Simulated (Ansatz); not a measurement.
Computed with Ansatz on PBE0-D4/def2-TZVP structures; ΔE is electronic, products minus reactants. CBS: MP2 limit from def2 TZ/QZ plus the TZ coupled-cluster correction, frozen cores. This one scheme is used for every species. DFT in def2-TZVPP. One conformer a species, not always the lowest.

Consider the redistribution: `N[Si]Cl` + `ClC1O[SiH2]1` → `Cl[Si]Cl` + `NC1O[SiH2]1`.

Task: Is it downhill or uphill in electronic energy at CCSD(T)/CBS, and by how much? (Best estimate.)

Result: Computed: Downhill: ΔE = -24.6 kJ/mol.

Task: What do these levels give: r2SCAN-D4, PBE, revPBE, PBE0, r2SCAN0, BHLYP? (An estimate is asked.)

Result: The calculation gave: r2SCAN-D4 -26.8, PBE -30.9, revPBE -31.5, PBE0 -29.3, r2SCAN0 -26.9, BHLYP -26.9 kJ/mol.

Largest T1 diagnostic among the species: 0.014.

Leaving LDA and LC-ωPBE aside and taking each functional with its dispersion term where it has one, the values, not all of them listed here, spread over 6.2 kJ/mol, from PBE-D4 to ωB97X-V. At CCSD(T), def2-SVP lies −8.4 kJ/mol from the extrapolated value and def2-TZVPP +0.0 kJ/mol.
